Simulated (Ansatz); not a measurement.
The cluster LiCoO₂⁻. The state is a doublet with charge -1. Geometry PBE0-D4/def2-TZVP, that of the neutral singlet; atoms count from 1.

```xyz
4

Li   -0.597    0.061    1.079
Co    0.477   -0.049   -0.861
O     0.286    1.328   -0.059
O    -0.166   -1.340   -0.158
```

The charge -1 doublet is spin-contaminated (final ⟨S²⟩ up to 0.99, 0.75 for a pure state). The highest occupied level of the charge -1 doublet lies above zero (up to 0.39 eV). It is a level of β spin, whose loss leaves a triplet; that state wasn't run at this geometry and level. The electron is either unbound and held by the finite basis, or the level is raised by self-interaction error. The structure comes from a short search, and lower isomers may exist.

(1) Estimate the Mulliken populations from the PBE0/def2-TZVPD orbitals of Ansatz.

(2) Where does the spin sit?

(3) And the Mayer bond orders between bonded heavy atoms (over 0.3)?

## Answers

(1) 
```tsv
atom	charge (e)	spin (α − β)	d electrons
Li1	0.65	-0.07	–
Co2	0.96	0.90	7.43
O3	-1.30	0.02	–
O4	-1.31	0.16	–
```
Mulliken values and Mayer orders depend strongly on the basis. With diffuse functions, as here, like atoms can get unlike values, and bond orders can come out too low or too high.

(2) Summed by element: Li -0.07, Co 0.90, O 0.17, of 1 unpaired in all. Largest on single atoms: Co2 0.90, O4 0.16, Li1 -0.07.

(3) Co2–O3 1.19 (1.60 Å); Co2–O4 1.19 (1.60 Å).
